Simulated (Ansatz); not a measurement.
A made-up structure of HSe$_{2}$O (charge -1), closed shell:

```
atom    x (Å)    y (Å)    z (Å)
 Se1  -1.8873  -0.0594   0.5835
  O2  -0.0430   0.1102   0.9686
 Se3   1.1155  -0.5032  -0.2272
  H4  -3.1228  -0.6377  -0.0639
```

It is relaxed with PBE-D4/def2-SVPD and then PBE0-D4/def2-TZVPD (Ansatz 0.2.0). Atoms count as bonded within 1.22 times the sum of their covalent radii (H–H: 0.88 Å). The end point is not checked to be a true minimum.

**Question.** Does its bonding change? (Judge from chemistry; the calculation decides.)

**Answer.** By the calculation: No: no bond forms or breaks.

Where it ends: The first stage lowers the energy by 1.70 eV in 10 steps. It ends as HSe₂O ([Se][O][SeH]), total charge -1:
Se1  (-1.984, 0.392, 0.645)
O2  (-0.348, -0.165, 1.048)
Se3  (0.854, -0.486, -0.377)
H4  (-2.459, -0.830, -0.054)
(Å)

Labels in which every atom is bracketed show which atoms are joined, not bond orders.

For scale, one of the runs: PBE0-D4/def2-TZVPD relaxation, 163 basis functions, launched by `ansatz run in.yaml --threads 2 --pin off --events-out ev --progress --plain --max-ram 4352MiB`. Hardware: 2 CPU threads of an Arm Neoverse V2, shared host. Wall time about 45 s.
